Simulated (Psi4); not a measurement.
F$_{4}$Zr, triplet, geometry from GFN2-xTB (such geometries of metal compounds can be far from the true shape) (the multiplicity is a formal guess) (core potentials on Zr). Base run: R2SCAN/def2-SVP (Psi4 1.11).

Geometry (Å):
```xyz
5

Zr     0.0000     0.0000     0.0000
F      1.3217     0.5462    -1.3004
F      1.1545    -0.8946     1.2661
F     -1.3709    -0.6498    -1.1978
F     -1.1053     0.9982     1.2321
```
Charge 0, spin multiplicity 3.
Orbitals are unrestricted.
All else is at Psi4's defaults (density fitting).
Base energy -446.05928 Eh.

Variants of this job, named by their change:

| change | ΔE vs base (mEh) | SCF cycles | grid points | basis functions | outcome |
|---|---|---|---|---|---|
| base | 0.000 | 24 | 109891 | 87 | converged |
| dft_spherical_points = 974 | -0.077 | 24 | 353416 | 87 | converged |
| scf_initial_accelerator = none | 0.000 | 26 | 109891 | 87 | converged |
| guess = sap | 0.000 | 39 | 109891 | 87 | converged |
| dft_radial_points = 35 | 2.353 | 24 | 52060 | 87 | converged |
| e_convergence = 1e-10 | 0.000 | 28 | 109891 | 87 | converged |
| scf_type = direct | 0.101 | 29 | 109891 | 87 | converged |
| puream = false | -10.155 | 22 | 109891 | 96 | converged |
| df_basis_scf = def2-universal-jkfit | 0.000 | 24 | 109891 | 87 | converged |
| level_shift = 0.3 | 0.000 | 27 | 109891 | 87 | converged |
| dft_radial_points = 99 | 0.066 | 24 | 145011 | 87 | converged |
| dft_radial_points = 50 | 1.499 | 24 | 74127 | 87 | converged |
| df_basis_scf = cc-pvqz-jkfit | - | - | - | 87 | input refused |

Open shells are given as the SCF converged; they aren't shown to be the lowest states, and a large step between rows can be another state.

- df_basis_scf = cc-pvqz-jkfit: ended with `psi4.driver.qcdb.exceptions.BasisSetNotFound: BasisSet::construct: Unable to find a basis set for atom 1 for key JKFIT among:`
